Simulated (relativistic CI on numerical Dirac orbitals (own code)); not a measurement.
# Re14+: q coefficients and field-shift factors

Method of calculation: Dirac-Coulomb-Breit CI, KLI orbitals optimised for each configuration, derivatives by finite differences, unscaled Slater integrals, QED left out (own radial code, finite nucleus).

Configurations in the expansion (outside the closed core [Kr] 4d10): 4f13 5s2, 4f14 5s, 4f13 5s 5p, 4f12 5s2 5p, 4f14 5p, 4f12 5s 5p2, 4f13 5s 5d, 4f13 5p2, 4f12 5p3. Double excitations out of closed p, d and f shells are left out; levels of such configurations are missing from the list, as are those of other unlisted configurations, and high levels can miss mixing partners.

With x = (α/α₀)² − 1 an excitation energy changes as ω = ω₀ + qx; K = 2q/ω₀ is the relative enhancement. Terms are leading LS components, so labels can repeat. The field-shift factor is F = δν/δ⟨r²⟩ for the transition from the lowest level.

Lowest level 4f13 5s2 2F°_7/2.

```
               Level  ω₀ (cm⁻¹)  q (cm⁻¹)  F (GHz/fm²)
    4f13 5s2 2F°_5/2    19663.7     17820          1.2
4f12 5s2 5p 4G°_11/2   130001.0   -263300         58.9
4f12 5s2 5p 2I°_13/2   135696.5   -264000           59
 4f12 5s2 5p 2F°_7/2   140980.6   -265500         59.2
 4f12 5s2 5p 2G°_9/2   144119.9   -264000           59
      4f14 5s 2S_1/2   149852.7    291000         -424
4f12 5s2 5p 4I°_11/2   151768.8   -247200         60.1
 4f12 5s2 5p 4G°_9/2   152207.4   -246000         59.9
 4f12 5s2 5p 4G°_7/2   158479.0   -246100         60.2
 4f12 5s2 5p 4G°_5/2   161242.5   -250700           60
 4f12 5s2 5p 4I°_9/2   162175.2   -243300         60.1
 4f12 5s2 5p 2D°_3/2   162472.3   -257200         59.8
 4f12 5s2 5p 4D°_5/2   165319.4   -250200         59.6
```

At this charge transitions that keep the count of f electrons are usually good to a few per cent. Terms inside the open d or f shell come out 10 to 20 % too wide with unscaled integrals. Levels and lines within the n = 5 or 6 shells can be off by up to 10 % or somewhat more, and those that change n by about 2 %, since core polarisation is missing. Levels that differ in their count of f electrons can be misplaced by several ten thousand cm⁻¹, since the correlation energy of f electrons is missing or only estimated; rates across such gaps can be off by orders of magnitude.

(1) Which transition from the lowest level has the largest |K|?

## Answers

(1) 4f12 5s2 5p 4G°_11/2 at 130001.0 cm⁻¹, K = -4.05.
